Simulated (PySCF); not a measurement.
SeCl4, SMILES Cl[Se](Cl)(Cl)Cl. Geometry optimised at PBE0-D3(BJ)/def2-SVP. The isomer is the one that the SMILES or the coordinates give; other isomers of the formula were not compared.

Calculation: PBE0-D3(BJ)/def2-SVP run with PySCF.

Harmonic wavenumbers (cm⁻¹): 86, 123, 170, 178, 197, 282, 345, 394, 404. Rotational constants (GHz): 1.714, 1.060, 0.8628; symmetry number 2.

**Question.** Work out the zero-point energy and the ideal-gas rigid-rotor harmonic-oscillator thermochemistry at 298.15 K and 1 atm.

**Answer.** ZPE = ½ Σ hcν = ½ × 2179 cm⁻¹ = 3.11 kcal/mol. H − E(el) = 8.41 kcal/mol. Entropy in cal/(mol K): translation 42.08, rotation 28.33, vibration 18.40, total 88.80. G − E(el) = -18.07 kcal/mol. Cp = 23.67 cal/(mol K). Modes under 150 cm⁻¹ make the vibrational entropy uncertain.
